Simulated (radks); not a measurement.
Question: Species: Tl2+. Configuration: [Xe] 4f14 5d10 6s1. All-electron calculation, non-relativistic Kohn-Sham, TPSS, spin-polarised, spherical densities, point nucleus; open shells are filled with parallel spins first (spin-orbit coupling, left out, can overturn this in heavy ions); meta-GGA in the generalised Kohn-Sham scheme; relativity is left out, which matters for an element this heavy. Program: a radial shooting solver on a logarithmic mesh with Libxc functionals. Some entries of the table are withheld. Estimate them.

| orbital | occ. | eigenvalue (eV) | <r> (bohr) |
|---|---|---|---|
| 1s up | 1 | -77057.97 | 0.01868 |
| 1s down | 1 | -77057.95 | 0.01868 |
| 2s up | 1 | -12954.03 | 0.07861 |
| 2s down | 1 | -12954.02 | 0.07861 |
| 2p up | 3 | -12464.41 | 0.06642 |
| 2p down | 3 | -12464.40 | 0.06642 |
| 3s up | 1 | -3083.108 | 0.1979 |
| 3s down | 1 | -3083.097 | 0.1979 |
| 3p up | 3 | -2851.374 | 0.1884 |
| 3p down | 3 | -2851.363 | 0.1884 |
| 3d up | 5 | -2420.491 | 0.1644 |
| 3d down | 5 | -2420.484 | 0.1644 |
| 4s up | 1 | -686.2752 | 0.4335 |
| 4s down | 1 | -686.2596 | 0.4335 |
| 4p up | 3 | -584.9577 | 0.4368 |
| 4p down | 3 | -584.9405 | 0.4368 |
| 4d up | 5 | -398.7197 | 0.4424 |
| 4d down | 5 | -398.6999 | 0.4424 |
| 4f up | 7 | -147.8874 | 0.4574 |
| 4f down | 7 | -147.8625 | 0.4574 |
| 5s up | 1 | -121.1364 | 0.9764 |
| 5s down | 1 | -121.0881 | 0.9760 |
| 5p up | 3 | -87.9520 | 1.052 |
| 5p down | 3 | -87.8793 | 1.051 |
| 5d up | 5 | (1) | (2) |
| 5d down | 5 | (3) | (4) |
| 6s up | 1 | (5) | 2.535 |
| 6s down | 0 | (6) | 2.549 |
| 6p up | 0 | -15.6697 | 3.016 |
| 6p down | 0 | -14.7223 | 3.033 |

Answer: 
(1) 5d up eigenvalue (eV): -35.1503
(2) 5d up <r> (bohr): 1.343
(3) 5d down eigenvalue (eV): -34.8744
(4) 5d down <r> (bohr): 1.332
(5) 6s up eigenvalue (eV): -22.1468
(6) 6s down eigenvalue (eV): -21.0900
